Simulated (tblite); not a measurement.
Compound: C6H8ClFO.
Numbering: `[CH3:1][C@@H:2]1[CH2:3][CH2:4][C@@:5]1([F:6])[C:7](=[O:8])[Cl:9]` (hydrogens: H10, H11, H12 on C1; H13 on C2; H14, H15 on C3; H16, H17 on C4)

Cartesian coordinates in Å at the GFN2-xTB level; atoms count from 1:
```
atom  x, y, z in Å
C1    -1.7028   -0.9500    0.0072
C2    -0.4927   -0.2047    0.5364
C3    -0.5188    1.3251    0.3536
C4     0.5874    1.2278   -0.7080
C5     0.7433   -0.2723   -0.4151
F6     0.5704   -1.0827   -1.5078
C7     1.9922   -0.6423    0.3329
O8     2.6216    0.0832    1.0321
Cl9    2.4148   -2.3348    0.1722
H10   -2.5627   -0.7446    0.6401
H11   -1.5166   -2.0214    0.0053
H12   -1.9300   -0.6387   -1.0093
H13   -0.2636   -0.5325    1.5519
H14   -1.4673    1.7180   -0.0040
H15   -0.2143    1.8710    1.2423
H16    1.4838    1.8109   -0.5134
H17    0.2482    1.3999   -1.7263
```

Computed with GFN2-xTB (tblite): harmonic, unscaled wavenumbers at the GFN2-xTB geometry, gas phase. Against measured fundamentals such values can be off by several per cent, at times by over 20. One conformer, not necessarily the lowest.

Harmonic wavenumbers (cm⁻¹): 25.9, 33.3, 139.8, 180.6, 209.2, 249.6, 282.8, 365.3, 395.6, 432.5, 479.3, 606.4, 629.1, 708.3, 789.1, 831.1, 920.9, 941.9, 984.3, 1003.0, 1035.4, 1064.6, 1114.7, 1156.0, 1165.2, 1181.2, 1203.5, 1240.4, 1250.6, 1256.9, 1307.8, 1407.6, 1439.9, 1468.8, 1483.3, 1490.5, 1802.6, 2968.8, 3021.6, 3031.2, 3034.6, 3040.6, 3040.8, 3044.7, 3050.9.

A = 2163, B = 1093, C = 917.8 MHz; mass 150.025 u (most abundant isotopes); point group C1, symmetry number 1.

Problem. Zero-point energy?

Solution. ½Σν̃ = 28255 cm⁻¹ = 80.79 kcal/mol.

Problem. Entropy at 350 K, 1 bar (ideal gas, RRHO, classical rotation)?

Solution. Translation 41.75, rotation 29.86, vibration 33.16: S = 104.8 cal/(mol K).

Problem. And Cp and H(350 K) − H(0)?

Solution. Cp = 40.18 cal/(mol K), of which vibrations give 32.23 (their classical limit is 45 R = 89.4); H(350 K) − H(0) = 8.49 kcal/mol without the zero-point energy, 5.71 from vibrations.

Problem. Which modes carry the vibrational entropy at 350 K?

Solution. 25.9 cm⁻¹: 6.44; 33.3 cm⁻¹: 5.94; 139.8 cm⁻¹: 3.12; 180.6 cm⁻¹: 2.62; 209.2 cm⁻¹: 2.35; 249.6 cm⁻¹: 2.02 cal/(mol K); the other 39 give 10.68 together.

Problem. What must be added to the electronic energy to get the Gibbs energy at 350 K and 1 bar?

Solution. ZPE + [H(350 K) − H(0)] − T·S = 80.79 + 8.49 − 36.67 = 52.61 kcal/mol.

Hindered rotation and anharmonicity are outside this model. Other conformers, if any are populated, would add a mixing term that is left out. The structure is chiral; the term R ln 2 for an equal mix with its mirror image is left out.
